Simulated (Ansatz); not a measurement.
Reaction (formal exchange of groups at the Si–O bond): `FC(F)O[SiH3]` + `F[CH](F)[GeH3]` → `[SiH3][GeH3]` + `FC(F)OC(F)F`

Isolated molecules relaxed with PBE0-D4/def2-TZVP in Ansatz; ΔE leaves out vibrations. CCSD(T)/CBS adds triple-zeta CCSD(T) − MP2 to the extrapolated MP2 energy (def2 sets, frozen cores). Functionals use def2-TZVPP. B3LYP here is the variant with VWN-RPA as its local correlation; programs differ in this. For Ge outer-core shells are correlated without core-valence functions, which leaves a few kJ/mol of doubt a bond. Scalar relativity is left out up to krypton. Each species was taken in one conformer, which may not be the lowest.

```csv
level,ΔE (kcal/mol)
r2SCAN-D4,14.5
B97M-V,13.8
B3LYP,17.2
SCS-MP2/def2-QZVPP,19.8
```

Question: What does CCSD(T)/CBS give? (An estimate is asked.)

Answer: Computed: +17.4 kcal/mol. The listed levels differ from it by -2.9, -3.6, -0.2, 2.4 kcal/mol.

Largest T1 diagnostic among the species: 0.012.

Leaving LDA and LC-ωPBE aside and taking each functional with its dispersion term where it has one, the values, not all of them listed here, spread over 5.7 kcal/mol, from HSE06-D4 to BLYP-D4. LDA lies −2.8 kcal/mol from PBE without D4. At CCSD(T), def2-SVP lies −7.0 kcal/mol from the extrapolated value and def2-TZVPP −1.6 kcal/mol.
